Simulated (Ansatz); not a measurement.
Ge3Cl. Total charge 0; doublet. Geometry r2SCAN-D4/def2-SVP, basis def2-TZVP, Ansatz.

| atom | x (Å) | y (Å) | z (Å) |
| --- | --- | --- | --- |
| Ge1 | 0.739 | 1.097 | 0.244 |
| Ge2 | 0.598 | 0.052 | -1.920 |
| Ge3 | -0.561 | -1.201 | -0.224 |
| Cl4 | -0.775 | 0.052 | 1.900 |

| run | HOMO (eV) | LUMO (eV) |
| --- | --- | --- |
| A | -4.95 | -4.27 |
| B | -5.31 | -4.17 |
| C | -5.65 | -3.90 |
| D | -5.90 | -3.61 |

The structure comes from a short search, and lower isomers may exist.

HOMO and LUMO are taken over both spins.

Question: The runs used PBE, PBE0, r2SCAN, r2SCANh. Estimate which is which.

Answer: A PBE (0 % exact exchange); B r2SCAN (0 % exact exchange); C r2SCANh (10 % exact exchange); D PBE0 (25 % exact exchange). Exact exchange lowers occupied and raises empty levels; among semilocal functionals meta-GGAs tend to open the gap a little, and such runs are hard to tell apart. The gap grows from 0.67 eV (PBE) to 2.29 eV (PBE0).
